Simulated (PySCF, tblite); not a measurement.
Species: C₈H₁₃P.
SMILES: `C#CP1C[C@@H](CC1)CC`

Jobs on this species (22 atoms, 76 electrons) with PySCF (density fitting) and tblite. Hardware of each: one thread of an Arm Neoverse V2, no GPU (shared host). Times come from a shared host and carry two figures at best.

Problem. Rank these jobs by wall time, shortest first.
A. CAM-B3LYP/def2-SVPD; 10 singlets by full TDDFT, 4 Tamm–Dancoff triplets, polarisability, ΔSCF ions, density and orbital grids written; 288 basis functions
B. GFN2-xTB; Hessian by finite differences
C. PBE0-D3(BJ)/def2-SVP, grid level 1; geometry optimisation from a GFN2-xTB start shaken at random; 195 basis functions
D. PBE0/pcSseg-1, IEF-PCM dichloromethane; shieldings, ring-centre shieldings, charges and field gradients; 225 basis functions

Solution. B (0.85 s), D (47 s), C (2.5 min), A (4.3 min).

All jobs:

```csv
level and settings,work,basis functions,SCF cycles,wall time
GFN2-xTB,L-BFGS relaxation,–,–,0.58 s
GFN2-xTB,Hessian by finite differences,–,–,0.85 s
"PBE0/pcSseg-1, IEF-PCM dimethylsulfoxide","shieldings, ring-centre shieldings",225,14,45 s
"PBE0/pcSseg-1, IEF-PCM dichloromethane","shieldings, ring-centre shieldings, charges and field gradients",225,14,47 s
PBE0/pcSseg-1,"shieldings, ring-centre shieldings, charges and field gradients, density and orbital grids written",225,14,58 s
PBE/pcSseg-1,"shieldings, ring-centre shieldings",225,16,59 s
"PBE0-D3(BJ)/def2-SVP, grid level 1",geometry optimisation from a GFN2-xTB start shaken at random,195,50,2.5 min
"delta-SCF UKS SCAN, pcX-2 on the ionised atom, pcseg-1 elsewhere, spin-free X2C","ΔSCF core ionisation, 10 holes",237,183,4.0 min
CAM-B3LYP/def2-SVPD,"10 singlets by full TDDFT, 4 Tamm–Dancoff triplets, polarisability, ΔSCF ions, density and orbital grids written",288,14,4.3 min
```

Problem. What do all jobs in the table cost together?

Solution. About 14 min; the longest takes about 30 % of that, and about 440 times as long as the shortest.
